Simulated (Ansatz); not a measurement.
Reaction (cleavage of the Si–Si bond): `OC[SiH](O)[SiH3]` + `OPS` → `OP([SiH3])S` + `OC[SiH2]O`

Program: Ansatz. Geometries: PBE0-D4/def2-TZVP. ΔE: electronic, gas phase. CCSD(T)/CBS adds triple-zeta CCSD(T) − MP2 to the extrapolated MP2 energy (def2 sets, frozen cores). Functionals use def2-TZVPP. B3LYP here is the variant with VWN-RPA as its local correlation; programs differ in this. One conformer a species, not always the lowest.

`OC[SiH](O)[SiH3]`:

Z-matrix (Å, degrees):
```
C
Si 1 1.887
O 1 1.421 2 110.3
H 1 1.094 2 110.3 3 -118.3
H 1 1.101 2 111.2 3 123.9
Si 2 2.350 1 111.9 3 -170.1
O 2 1.664 1 106.8 3 -47.2
H 2 1.485 1 109.4 3 66.1
H 3 0.962 1 108.0 2 43.9
H 6 1.488 2 111.5 1 -173.9
H 6 1.491 2 109.8 1 66.3
H 6 1.489 2 110.4 1 -52.9
H 7 0.958 2 117.7 1 -89.4
```

`OPS`:

```xyz
6

O    -0.792   -0.867    0.882
P    -0.442    0.553    0.123
S     1.050    0.096   -1.300
H    -0.394   -0.881    1.757
H    -1.467    0.413   -0.845
H     2.045    0.686   -0.617
```

`OP([SiH3])S`:

```xyz
9

O    -1.381    1.363    0.436
P    -1.013    0.072   -0.519
Si    1.259    0.168   -0.600
S    -0.979   -1.601    0.770
H    -0.891    1.402    1.265
H     1.841    0.086    0.770
H     1.638    1.470   -1.207
H     1.762   -0.949   -1.437
H    -2.237   -2.010    0.521
```

`OC[SiH2]O`:

Cartesian coordinates in Å:
```
O -1.711 0.681 0.282
C -0.997 -0.420 -0.266
Si 0.823 0.011 -0.459
O 1.320 0.696 0.967
H -1.196 1.036 1.013
H -1.447 -0.642 -1.239
H -1.127 -1.325 0.347
H 1.630 -1.203 -0.776
H 1.010 1.049 -1.500
H 1.694 0.117 1.632
```

(1) Is it downhill or uphill in electronic energy at CCSD(T)/CBS, and by how much? (Estimate.)

(2) What do these levels give: PBE0-D4, B3LYP-D4, B2PLYP, PBE, PBE0, B3LYP, MP2/def2-TZVPP, CCSD/def2-TZVPP, HF/def2-QZVPP, MP2/def2-QZVPP, SCS-MP2/def2-QZVPP, CCSD/CBS(def2)? (Best estimate.)

Largest T1 diagnostic among the species: 0.014.

## Answers

(1) Computed: Downhill: ΔE = -3.5 kcal/mol.

(2) Computed: PBE0-D4 -2.9, B3LYP-D4 -3.6, B2PLYP -3.5, PBE -2.2, PBE0 -2.5, B3LYP -2.8, MP2/def2-TZVPP -4.5, CCSD/def2-TZVPP -2.9, HF/def2-QZVPP -3.3, MP2/def2-QZVPP -4.7, SCS-MP2/def2-QZVPP -4.2, CCSD/CBS(def2) -3.3 kcal/mol.

The D4 term adds −0.8 kcal/mol with B3LYP and −0.3 kcal/mol with PBE0; it sums over pairs of atoms, weighted by their polarisabilities, and B3LYP, whose exchange is more repulsive, gets the larger term.
